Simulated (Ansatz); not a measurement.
A nudged elastic band was laid between two geometries of ClF$_{4}$H$_{5}$NSiTa (13 atoms, charge 0, multiplicity 1).

Theory: Ansatz, RKS PBE/def2-SVP.

```json
{
 "movable images": "5",
 "climbing image": "yes",
 "spring": "5.0 eV/Å²",
 "optimiser": "quadratic models (default)",
 "start path": "through a guess of the saddle point",
 "force threshold": "0.03 eV/Å",
 "iteration limit": "60",
 "end points": "relaxed"
}
```

Image 0:

```xyz
13
Properties=species:S:1:pos:R:3
Ta 0.040 0.035 -0.073
F 1.895 -0.384 -0.206
F 0.443 0.959 1.541
F -0.105 -0.343 -1.936
Cl -2.072 1.105 -0.143
F -0.515 -1.617 0.624
N 0.878 2.043 -0.988
H 0.872 1.879 -2.008
Si 0.129 3.670 -0.612
H -1.060 3.822 -1.504
H -0.208 3.708 0.841
H 1.159 4.717 -0.936
H 1.877 2.033 -0.723
```

Image 6:

```xyz
13
Properties=species:S:1:pos:R:3
Ta 0.003 0.030 -0.098
F 1.890 -0.224 0.042
F 0.098 1.054 1.503
F 0.147 -0.470 -1.934
Cl -2.145 0.918 -0.523
F -0.510 -1.626 0.621
N 0.817 2.044 -1.037
H 0.711 1.918 -2.057
Si 0.223 3.698 -0.532
H -1.185 3.829 -1.012
H 0.347 3.772 0.954
H 1.102 4.724 -1.190
H 1.834 1.963 -0.863
```

Task: What changes between the two ends?

Result: No bond is made or broken.

Task: Give the energies along the band, and the barrier.

Result: The forces met the threshold. The highest image is number 6 of 0 to 6, 0.3 kcal/mol above the first end and 0.0 kcal/mol above the last; the last end lies 0.3 kcal/mol above the first. The highest image is an end point: on this band no image between the ends rises above it. A vibrational analysis next to that end finds imaginary modes (59i cm⁻¹), so it isn't a minimum.

```json
{"image": "0", "path coordinate (Å)": "0.00", "energy (kcal/mol)": "0.0"}
{"image": "1", "path coordinate (Å)": "0.21", "energy (kcal/mol)": "0.0"}
{"image": "2", "path coordinate (Å)": "0.43", "energy (kcal/mol)": "0.1"}
{"image": "3", "path coordinate (Å)": "0.64", "energy (kcal/mol)": "0.2"}
{"image": "4", "path coordinate (Å)": "0.85", "energy (kcal/mol)": "0.3"}
{"image": "5", "path coordinate (Å)": "1.06", "energy (kcal/mol)": "0.3"}
{"image": "6", "path coordinate (Å)": "1.13", "energy (kcal/mol)": "0.3"}
```

The band took 30 iterations and of the order of 30 core-minutes.

The run took 9.2 min on 4 threads of Arm Neoverse V1 (shared host), peak memory 0.28 GiB.
